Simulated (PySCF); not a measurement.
CH7AlFN.
Structure used (PBE0-D3(BJ)/def2-SVP), in Å, numbered top down from 1:
```
atom  x, y, z in Å
C1    -1.5940   -0.4079   -0.0648
Al2   -0.1129    0.8747   -0.1973
N3     1.5328   -0.3192    0.1457
F4     0.1439    1.8741    1.1482
H5    -1.6192   -0.9211    0.9127
H6    -1.5502   -1.1861   -0.8474
H7    -2.5718    0.0899   -0.1799
H8     0.3017    1.5399   -1.5949
H9     1.4416   -0.8109    1.0362
H10    1.6932   -1.0184   -0.5806
H11    2.3709    0.2619    0.2046
```

Computed with PBE0-D3(BJ)/def2-SVP geometry optimisation, gas phase in PySCF 2.14.0.

(1) Which atoms are bound to Al2, and at what distances?

(2) List the angles at Al2.

(3) Describe the arrangement about Al2 in numbers.

(4) What are the other bond lengths?

(5) What are the rotational constants (commonest isotopes, rigid rotor)?

Results:

(1) 4 atoms: H8 1.602 Å, F4 1.696 Å, C1 1.964 Å, N3 2.062 Å. The nearest atom not counted as bound is H7, at 2.58 Å (others tie with it).

(2) 
```csv
angle,degrees,distance of the outer atoms (Å)
C1–Al2–H8,121.7,3.12
C1–Al2–F4,116.5,3.11
F4–Al2–H8,114.1,2.77
C1–Al2–N3,102.3,3.14
N3–Al2–H8,100.3,2.83
N3–Al2–F4,95.1,2.78
```

(3) Angles from 95.1° to 121.7°; τ4 = (360° − α − β)/141° = 0.86 with α and β the two widest (0 for a square, 1 for a tetrahedron).

(4) C1–H5, C1–H6, C1–H7 1.104 Å; N3–H9, N3–H10, N3–H11 1.021 Å.

(5) A = 5459, B = 4675, C = 3041 MHz: an asymmetric top.

Point group: C1 (no symmetry element, even within 0.4 Å). Charge 0, singlet. No frequency check.

On Arm Neoverse N1, one thread, no GPU, shared host with 64 logical CPUs at a one-minute load of 23, this took 31 s wall and 0.39 GiB of memory at its peak. These figures are those of the optimisation.
